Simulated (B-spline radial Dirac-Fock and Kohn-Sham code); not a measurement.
# X-ray lines that fill the L3 vacancy in Nd⁺

System: neodymium as Nd⁺ in the configuration [Xe] 4f4 6s1.

Model: one-electron (LDA, Dirac) transition rates at Dirac-Fock energies. Program: an atomic code on a B-spline grid.

```csv
line,multipole,energy (eV),rate (s⁻¹),share (%)
Lℓ,E1,4629.7,2.14e+13,3.13
L3-M2,E2,4804.0,1.61e+11,0.0235
Lα2,E1,5208.5,5.73e+13,8.37
Lα1,E1,5230.4,5.07e+14,74.0
Lβ6,E1,5882.8,5.02e+12,0.733
Lβ15,E1,6084.9,9.32e+12,1.36
Lβ2,E1,6088.8,8.34e+13,12.2
Lβ7,E1,–,8.90e+11,0.130
```

The listed lines hold 100.0 % of the radiative rate. A dash stands for an energy that rests on an unreliable hole state. The radiative width is 0.451 eV in the length form and 0.457 eV in the velocity form; the two differ because the transition energies are not eigenvalue differences of the potential that gave the orbitals.

Values without a named source are computed, but for edge energies of neutral atoms, which are taken from tables.
